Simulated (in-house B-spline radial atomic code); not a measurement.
The numbers below are computed, except where a source is named.
## Si in an electron gas of r_s = 3.3: phase shifts, screening and friction

A nucleus sits in a uniform electron gas with a rigid positive background. The Kohn-Sham equations are solved self-consistently in the spin-unpolarised LDA (PW92), non-relativistic, on B-splines with outgoing waves at the boundary and partial waves to l = 8. The model has no lattice, no bands and no magnetic solution. Atomic units; δ_l are the phase shifts at the Fermi level, counted so that each bound state adds π, and good to about 0.0005.

The density parameter is r_s = 3.3 bohr.

```csv
l,δ_l (rad)
0,7.6752
1,4.6724
2,0.0535
3,0.0045
4,0.0005
5,0.0001
6,0.0002
7,0.0002
8,0.0002
```

Bound levels below the band bottom (hartree): s -64.8, s -4.712, p -3.151, s -0.1117.

Task: Check the Friedel sum rule, and say where the screening charge sits.

Result: k_F = (9π/4)^(1/3)/r_s = 0.58156. The rule is Z = (2/π) Σ (2l + 1) δ_l. The terms are s 4.886, p 8.924, d 0.170, f 0.020 and 0.009 beyond, in all 14.009 against Z = 14. Bound states hold 6 s, 6 p, 0 d electrons, so the scattering states carry 2.01 in all; where a term is smaller than its bound count, the bound level has drawn weight out of the band.

Task: Find the transport cross section and the electronic stopping of a 10 keV Si ion (mass 28.09 u).

Result: σ_tr = (4π/k_F²) Σ (l + 1) sin²(δ_l − δ_(l+1)). The terms for l = 0 to 3 are 0.0191, 1.9826, 0.0072, 0.0001, all together 2.0090, so σ_tr = 37.155 × 2.0090 = 74.643 bohr². With n = 3/(4π r_s³) = 0.006643, the friction coefficient is Q = n k_F σ_tr = 0.2884. For v well below v_F = 0.582, dE/dx = Q v; with 24801 eV per u at v = 1, v = √(10000/(24801 × 28.09)) = 0.1198, so dE/dx = 0.03455 hartree/bohr = 17.8 eV/nm. The largest term couples the p and d waves.
